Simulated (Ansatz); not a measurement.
CH₄AlNO. Charge 0, multiplicity 1. The bonds changed during the relaxation, so this is another structure than the one it started from. The structure was optimised at the PBE0-D4/def2-TZVP level. It is one conformer, not always the lowest.

```xyz
8

N    -0.523   -0.501    1.431
C    -0.094   -0.438    0.179
O     0.176    0.621   -0.387
Al    0.846    0.550   -2.373
H    -0.640    0.347    1.963
H    -0.733   -1.385    1.860
H     0.012   -1.399   -0.345
H     0.956    2.204   -2.328
```

Task: What is the dipole moment at r2SCAN/def2-TZVPP? (Best estimate.)

Result: Computed: 8.09 D, with components (-2.62, -2.82, 7.12) D in this frame, pointing from negative to positive charge.

Task: And with PBE, B3LYP, ωB97M-V? (Estimate.)

Result: Ansatz gave: PBE 7.85 D, B3LYP 7.95 D, ωB97M-V 7.99 D.

Task: Give the Mulliken charges with r2SCAN, PBE, B3LYP in def2-TZVPP. (Estimate.)

Result: Computed: 
```
atom  r2SCAN    PBE  B3LYP
  N1   -0.26  -0.20  -0.21
  C2    0.38   0.26   0.30
  O3   -0.31  -0.24  -0.29
 Al4   -0.05  -0.11  -0.06
  H5    0.21   0.21   0.20
  H6    0.20   0.20   0.19
  H7    0.07   0.06   0.08
  H8   -0.24  -0.18  -0.21
```

B3LYP here is the variant with VWN-RPA as its local correlation; programs differ in this.
